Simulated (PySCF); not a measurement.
Some computed properties have been withheld. Give your best values.

H8O4Si3.
SMILES: `O[SiH](O)O[SiH2]O[SiH3]`

```csv
property,level,value
point group of the GFN2-xTB geometry,GFN2-xTB,C1
"rotational constants A, B, C of the GFN2-xTB geometry",GFN2-xTB,"2.513, 0.849, 0.681 GHz"
dipole moment,B3LYP/def2-SVPD,1.80 D
HOMO energy,B3LYP/def2-SVPD,?
LUMO energy,B3LYP/def2-SVPD,-0.55 eV
lowest singlet excitation,TDDFT B3LYP/def2-SVPD,?
strongest line among the 8 lowest singlet transitions,TDDFT B3LYP/def2-SVPD,"S7 at 8.01 eV (155 nm, f = 0.022)"
lowest triplet excitation (Tamm–Dancoff),TDA B3LYP/def2-SVPD,6.72 eV
static isotropic polarisability,B3LYP/def2-SVPD,85.6 au
electronic spatial extent ⟨r²⟩ about the centre of nuclear charge,B3LYP/def2-SVPD,?
1H chemical shifts (computed TMS as zero) by class,GIAO PBE0/pcSseg-1,"5.17 (3 H), 4.96 (2 H), 4.44 (1 H), 2.28 (2 H) ppm"
"isotropic shieldings of nuclei other than C and H, by class",GIAO PBE0/pcSseg-1,?
```

The electronic properties come from PySCF, for the isolated species, density fitting. GFN2-xTB frequencies show an imaginary mode (53i cm⁻¹), so this geometry is no minimum at that level. NMR classes are plain means over equivalent atoms (diastereotopic ones count apart unless rotation or inversion swaps them), as if these changed places fast; in this geometry the members of some classes differ.

Task: Give the electronic spatial extent ⟨r²⟩ about the centre of nuclear charge.

Result: 1649 bohr².

Task: The HOMO energy?

Result: -8.42 eV.

Task: Give the isotropic shieldings of nuclei other than C and H, by class.

Result: 222 (1 O), 279 (2 O), 291 (1 O), 395 (1 Si), 397 (1 Si), 415 (1 Si) ppm.

Task: The lowest singlet excitation?

Result: 6.93 eV (179 nm, f = 0.004).

The vertical singlet–triplet gap S1 − T1 is 0.21 eV (TDDFT singlet less Tamm–Dancoff triplet; S1: HOMO→LUMO, weight 0.95; T1: HOMO→LUMO, weight 0.85). No computed singlet falls in the visible range (750 to 380 nm, 1.65 to 3.26 eV); S1 lies 3.67 eV above its blue end. The principal polarisabilities are 78.9, 84.2 and 93.5 au; their mean is the isotropic value. The rotational constants make it an asymmetric top with κ = (2B − A − C)/(A − C) = -0.82, nearer the prolate limit (−1).

For the NMR shielding job (PBE0/pcSseg-1), on one thread of an Arm Neoverse V1, on a shared host, this took 32 s and 0.81 GiB of memory at its peak.

One conformer stands for the species.
